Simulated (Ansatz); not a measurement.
Geometry optimisation, RKS PBE-D4/def2-SVP (Ansatz 0.2.0).

Input file:

```yaml
crystal:
  periodic: [false, false, false]
  atoms:
    - { symbol: Ga, position_ang: [0.0, 0.0, 0.0] }
    - { symbol: H, position_ang: [0.0, 0.0, 1.92] }
    - { symbol: "N", position_ang: [1.6714, 0.0, -0.965] }
    - { symbol: H, position_ang: [2.138, -0.9179, -1.2168] }
    - { symbol: H, position_ang: [2.1227, 0.9179, -1.2432] }
    - { symbol: "N", position_ang: [-1.6714, 0.0, -0.965] }
    - { symbol: H, position_ang: [-2.3403, -0.8164, -0.8664] }
    - { symbol: H, position_ang: [-1.9204, 0.8164, -1.5936] }
    - { symbol: O, position_ang: [0.0937, 1.9812, 0.659] }
    - { symbol: H, position_ang: [0.4923, 2.0094, 1.5866] }
    - { symbol: H, position_ang: [0.0473, 1.0, 1.8157] }
basis:
  gaussian: { orbitals: def2-SVP }
hamiltonian:
  xc: pbe
  dispersion: d4
relax:
  f_tol: 0.15
  max_steps: 25
  restrain:
    - { distance: [0, 8], at: 2.99, k: 30.0 }
    - { distance: [10, 1], at: 1.86, k: 30.0 }
    - { distance: [0, 1], at: 1.57, k: 30.0 }
    - { distance: [10, 8], at: 1.01, k: 30.0 }
```

Command:

```bash
$ ansatz run input.yaml --threads 2 --pin off --max-ram 3072MiB --backend cpu --events-out ev --progress --plain --runs-dir out
```

**Question.** Where does it end, and by what steps?

**Answer.** The forces met the threshold. The restraints hold the end off the free minimum; the threshold counts their pulls, which the force column leaves out. Restrained pairs: Ga1–O9 (2.09 → 2.98 Å), H2–H11 (1.01 → 1.87 Å), Ga1–H2 (1.92 → 1.57 Å), O9–H11 (1.52 → 1.00 Å). After 22 steps the energy has fallen by 3.169 eV (the restraints' own energy left out); H4 moved furthest, 1.33 Å.

| step | energy less start (eV) | largest force component (eV/Å) | accepted |
| --- | --- | --- | --- |
| 0 | 0.0000 | 2.797 | yes |
| 1 | 0.4681 | 3.235 | yes |
| 2 | 0.0137 | 4.384 | yes |
| 3 | -1.3868 | 2.631 | yes |
| 4 | -2.2062 | 2.279 | yes |
| 5 | -2.4595 | 1.890 | yes |
| 6 | -2.7076 | 1.512 | yes |
| 7 | -2.8588 | 1.215 | yes |
| 8 | -3.0071 | 0.955 | yes |
| 9 | -3.0936 | 0.838 | yes |
| 10 | -3.1259 | 0.704 | yes |
| 11 | -3.1002 | 1.213 | no |
| 12 | -3.1336 | 0.669 | yes |
| 13 | -3.1379 | 0.725 | yes |
| 14 | -3.1423 | 0.703 | yes |
| 15 | -3.1385 | 0.746 | no |
| 16 | -3.1479 | 0.726 | yes |
| 17 | -3.1546 | 0.802 | yes |
| 18 | -3.1565 | 0.997 | yes |
| 19 | -3.1637 | 0.841 | yes |
| 20 | -3.1682 | 0.709 | yes |
| 21 | -3.1603 | 0.747 | no |
| 22 | -3.1688 | 0.826 | yes |

```xyz
11
Properties=species:S:1:pos:R:3
Ga -0.238 -0.211 -0.080
H -0.283 -0.514 1.461
N 1.413 0.387 -0.687
H 2.252 -0.010 -0.252
H 1.585 0.514 -1.688
N -1.669 -0.268 -1.210
H -2.619 -0.274 -0.838
H -1.641 0.172 -2.132
O 0.456 2.100 1.665
H 1.043 1.926 0.892
H 0.335 1.170 2.000
```

Time of the run: 37 s on 2 threads of Arm Neoverse V2, on a shared host, peak memory 0.15 GiB.
